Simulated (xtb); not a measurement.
A run for xtb: GFN2-xTB on H3NSe (SMILES N[SeH]), a point of a bond scan (R = 1.366 Å).

```
$ xtb mol.xyz --gfn 2 --sp --chrg 0 --uhf 0
5

Se    -0.04297444     0.31558987     0.23261758
H     -1.26689466     0.77294197    -0.47788287
N      0.36656617    -1.22733427    -0.72479358
H      0.61133930    -0.93486795    -2.03652292
H     -0.38581730    -1.90096526    -0.66111496
```

Program output:

```
[...]
           -------------------------------------------------
          |                Calculation Setup                |
           -------------------------------------------------



molecular fragmentation (1/2 indicates fragments):
11121
# atoms in fragment 1/2:     4     1
 fragment masses (1/2) :       94.98        1.01
CMA distance (Bohr)    :   4.566
constraining FC (au)   :  0.0500

           -------------------------------------------------
          |                 G F N 2 - x T B                 |
           -------------------------------------------------

        Reference                      10.1021/acs.jctc.8b01176
      * Hamiltonian:
        H0-scaling (s, p, d)           1.850000    2.230000    2.230000
        zeta-weighting                 0.500000
      * Dispersion:
        s8                             2.700000
        a1                             0.520000
        a2                             5.000000
        s9                             5.000000
      * Repulsion:
        kExp                           1.500000    1.000000
        rExp                           1.000000
      * Coulomb:
        alpha                          2.000000
        third order                    shell-resolved
        anisotropic                    true
        a3                             3.000000
        a5                             4.000000
        cn-shift                       1.200000
        cn-exp                         4.000000
        max-rad                        5.000000


          ...................................................
          :                      SETUP                      :
          :.................................................:
          :  # basis functions                  17          :
          :  # atomic orbitals                  16          :
          :  # shells                            8          :
          :  # electrons                        14          :
          :  max. iterations                   250          :
          :  Hamiltonian                  GFN2-xTB          :
          :  restarted?                      false          :
          :  GBSA solvation                  false          :
          :  PC potential                    false          :
          :  electronic temp.          300.0000000     K    :
          :  accuracy                    1.0000000          :
          :  -> integral cutoff          0.2500000E+02      :
          :  -> integral neglect         0.1000000E-07      :
          :  -> SCF convergence          0.1000000E-05 Eh   :
          :  -> wf. convergence          0.1000000E-03 e    :
          :  Broyden damping             0.4000000          :
          :  net charge                          0          :
          :  unpaired electrons                  0          :
          ...................................................

 iter      E             dE          RMSdq      gap      omega  full diag
   1     -7.5410844 -0.754108E+01  0.569E+00    4.04       0.0  T
   2     -7.5767477 -0.356633E-01  0.339E+00    3.70       1.0  T
   3     -7.5794071 -0.265941E-02  0.169E+00    3.71       1.0  T
   4     -7.5795317 -0.124557E-03  0.463E-01    3.63       1.0  T
   5     -7.5795660 -0.342605E-04  0.781E-02    3.63       1.0  T
   6     -7.5795730 -0.699106E-05  0.382E-02    3.63       1.2  T
   7     -7.5795748 -0.181175E-05  0.123E-02    3.63       3.6  T
   8     -7.5795748 -0.582033E-07  0.234E-03    3.63      19.1  T
   9     -7.5795748 -0.702279E-09  0.872E-04    3.63      51.3  T
  10     -7.5795748 -0.330886E-09  0.118E-04    3.63     377.6  T

   *** convergence criteria satisfied after 10 iterations ***

         #    Occupation            Energy/Eh            Energy/eV
      -------------------------------------------------------------
         1        2.0000           -0.7520442             -20.4642
         2        2.0000           -0.5967454             -16.2383
         3        2.0000           -0.5131661             -13.9640
         4        2.0000           -0.5025669             -13.6755
         5        2.0000           -0.4635425             -12.6136
         6        2.0000           -0.4154390             -11.3047
         7        2.0000           -0.3753495             -10.2138 (HOMO)
         8                         -0.2419173              -6.5829 (LUMO)
         9                         -0.1875711              -5.1041
        10                         -0.1629781              -4.4349
        11                         -0.0226297              -0.6158
        12                          0.0405321               1.1029
       ...                                ...                  ...
        16                          0.8169100              22.2293
      -------------------------------------------------------------
                  HL-Gap            0.1334323 Eh            3.6309 eV
             Fermi-level           -0.3086334 Eh           -8.3983 eV

 SCC (total)                   0 d,  0 h,  0 min,  0.001 sec
 SCC setup                      ...        0 min,  0.000 sec (  3.617%)
 Dispersion                     ...        0 min,  0.000 sec (  1.229%)
 classical contributions        ...        0 min,  0.000 sec (  0.646%)
 integral evaluation            ...        0 min,  0.000 sec ( 15.610%)
 iterations                     ...        0 min,  0.001 sec ( 54.407%)
 molecular gradient             ...        0 min,  0.000 sec ( 21.730%)
 printout                       ...        0 min,  0.000 sec (  2.489%)

         :::::::::::::::::::::::::::::::::::::::::::::::::::::
         ::                     SUMMARY                     ::
         :::::::::::::::::::::::::::::::::::::::::::::::::::::
         :: total energy              -7.552703780112 Eh    ::
         :: gradient norm              0.109985182993 Eh/a0 ::
         :: HOMO-LUMO gap              3.630876965753 eV    ::
         ::.................................................::
         :: SCC energy                -7.579574739298 Eh    ::
         :: -> isotropic ES            0.007428648325 Eh    ::
         :: -> anisotropic ES          0.001828668437 Eh    ::
         :: -> anisotropic XC          0.006341550822 Eh    ::
         :: -> dispersion             -0.001629664381 Eh    ::
         :: repulsion energy           0.026870959185 Eh    ::
         :: add. restraining           0.000000000000 Eh    ::
         :: total charge               0.000000000000 e     ::
         :::::::::::::::::::::::::::::::::::::::::::::::::::::

           -------------------------------------------------
          |                Property Printout                |
           -------------------------------------------------

    * Orbital Energies and Occupations

         #    Occupation            Energy/Eh            Energy/eV
      -------------------------------------------------------------
         1        2.0000           -0.7520442             -20.4642
         2        2.0000           -0.5967454             -16.2383
         3        2.0000           -0.5131661             -13.9640
         4        2.0000           -0.5025669             -13.6755
         5        2.0000           -0.4635425             -12.6136
         6        2.0000           -0.4154390             -11.3047
         7        2.0000           -0.3753495             -10.2138 (HOMO)
         8                         -0.2419173              -6.5829 (LUMO)
         9                         -0.1875711              -5.1041
        10                         -0.1629781              -4.4349
        11                         -0.0226297              -0.6158
        12                          0.0405321               1.1029
        13                          0.0673902               1.8338
Note: The following floating-point exceptions are signalling: IEEE_DENORMAL
normal termination of xtb
        14                          0.1620950               4.4108
        15                          0.2551265               6.9423
        16                          0.8169100              22.2293
      -------------------------------------------------------------
                  HL-Gap            0.1334323 Eh            3.6309 eV
             Fermi-level           -0.3086334 Eh           -8.3983 eV

     #   Z          covCN         q      C6AA      α(0)
     1  34 Se       1.825    -0.170   241.423    27.075
     2   1 H        0.920     0.104     1.753     2.071
     3   7 N        2.214    -0.236    26.628     7.658
     4   1 H        0.451     0.128     2.732     2.888
     5   1 H        0.862     0.174     1.246     1.748

 Mol. C6AA /au·bohr⁶  :        611.116335
 Mol. C8AA /au·bohr⁸  :      28619.630897
 Mol. α(0) /au        :         41.440730


Wiberg/Mayer (AO) data.
largest (>0.10) Wiberg bond orders for each atom

 ---------------------------------------------------------------------------
     #   Z sym  total        # sym  WBO       # sym  WBO       # sym  WBO
 ---------------------------------------------------------------------------
     1  34 Se   2.337 --     3 N    1.290     2 H    0.960
     2   1 H    0.989 --     1 Se   0.960
     3   7 N    3.177 --     1 Se   1.290     5 H    0.948     4 H    0.913
     4   1 H    0.984 --     3 N    0.913
     5   1 H    0.970 --     3 N    0.948
 ---------------------------------------------------------------------------

Topologies differ in total number of bonds
Writing topology from bond orders to xtbtopo.mol

molecular dipole:
                 x           y           z       tot (Debye)
 q only:       -0.378      -0.254      -0.554
   full:       -0.625      -0.217      -0.691       2.430
molecular quadrupole (traceless):
                xx          xy          yy          xz          yz          zz
 q only:       -0.914       0.332       0.282       0.068       1.080       0.632
  q+dip:       -1.372       1.517      -0.494       0.370       1.063       1.866
   full:       -1.281       1.227      -0.356       1.006       1.468       1.637


           -------------------------------------------------
          | TOTAL ENERGY               -7.552703780112 Eh   |
          | GRADIENT NORM               0.109985182993 Eh/α |
          | HOMO-LUMO GAP               3.630876965753 eV   |
           -------------------------------------------------

------------------------------------------------------------------------
------------------------------------------------------------------------
 total:
 SCF:
```

The run finished.

Cost: around 0.020 core-seconds (rough).
